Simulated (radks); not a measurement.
Ionisation of the sulfur ion S7+, [He] 2s2 2p5, to [He] 2s2 2p4 as the strength of local exchange is varied. Method: non-relativistic Kohn-Sham, Slater X-alpha exchange (alpha = 2/3 is LDA exchange), no correlation, spin-unpolarised, spherical densities, point nucleus; computed with a radial shooting solver on a logarithmic mesh with Libxc functionals.

alpha  E(S7+) (hartree)  exchange (hartree)  IE (eV)  -e of the level emptied (eV)  <r> of it (bohr)
0.58         -372.86424           -16.56944   324.70                   299.02 (2p)            0.4238
0.609        -373.69336           -17.42532   326.61                   300.91 (2p)            0.4228
0.667        -375.35553           -19.14490   330.47                   304.71 (2p)            0.4208
0.744        -377.57026           -21.44393   335.62                   309.79 (2p)            0.4181
0.77         -378.32017           -22.22438   337.37                   311.52 (2p)            0.4172
0.875        -381.35932           -25.39755   344.49                   318.54 (2p)            0.4137
0.883        -381.59158           -25.64071   345.03                   319.08 (2p)            0.4134
0.892        -381.85298           -25.91451   345.65                   319.68 (2p)            0.4131

NIST Atomic Spectra Database: 328.79 eV (measured). The Delta-SCF value meets it near alpha = 0.64. Spin polarisation and multiplet splitting are left out, so open shells lie too high by an amount that depends on their filling.

Beside tabulated values, note that spin-unpolarised runs miss the spin-polarisation part of the exchange energy of open shells.
